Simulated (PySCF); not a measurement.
**Working out the excitation energy of P**

P [Ne] 3s2 3p3 (4S) → P [Ne] 3s1 3p4 (4P). Calculation: PySCF 2.14, in ANO-RCC-VTZP (5s4p2d1f, 34 functions); scalar relativity by spin-free X2C-1e. Frozen: 1s2. Energies in hartree (1 hartree = 27.21139 eV):

```json
{"part": "UHF", "P (lower)": "-341.533379", "P (upper)": "-341.240279"}
{"part": "MP2 opposite-spin", "P (lower)": "-0.071527", "P (upper)": "-0.066343"}
{"part": "MP2 same-spin", "P (lower)": "-0.028151", "P (upper)": "-0.027456"}
```

**Question.** What does Hartree-Fock give?

**Answer.** (-341.240279) − (-341.533379) = 0.293100 hartree = 7.976 eV.

**Question.** What do MP2 and SCS-MP2 (6/5 opposite-spin, 1/3 same-spin) give?

**Answer.** The opposite-spin parts differ by 0.141 eV and the same-spin parts by 0.019 eV. MP2: 7.976 + (0.141) + (0.019) = 8.136 eV. SCS-MP2: 7.976 + 1.2 × (0.141) + (0.019)/3 = 8.152 eV.

Measured between the centres of the two terms (NIST): 7.395 eV, so MP2 (valence and next inner shell) is off by 0.741 eV.

What remains against the reference includes basis incompleteness, the frozen core and correlation beyond second order.
